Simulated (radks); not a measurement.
The mean radii <r> (bohr) of the occupied orbitals of an atom or ion are listed with their occupations. Calculated with a radial shooting solver on a logarithmic mesh with Libxc functionals: non-relativistic Kohn-Sham, exchange-only B88, spin-polarised, spherical densities, point nucleus.

orbital  occ.     <r>
1s up       1  0.1040
1s down     1  0.1040
2s up       1  0.5217
2s down     1  0.5214
2p up       3  0.4851
2p down     3  0.4848
3s up       1   1.750
3s down     1   1.754
3p up       1   1.974

Name the element and its charge. Open shells, if any, are filled with parallel spins first.

Answer. Z = 15, phosphorus, charge +2: P2+ in [Ne] 3s2 3p1. The 1s radius gives Z: for a bare nucleus <r> = 1.5/Z, 0.1 bohr for Z = 15, and screening makes it slightly larger (0.1040 here). The occupations add up to 13, and the charge is Z minus that.
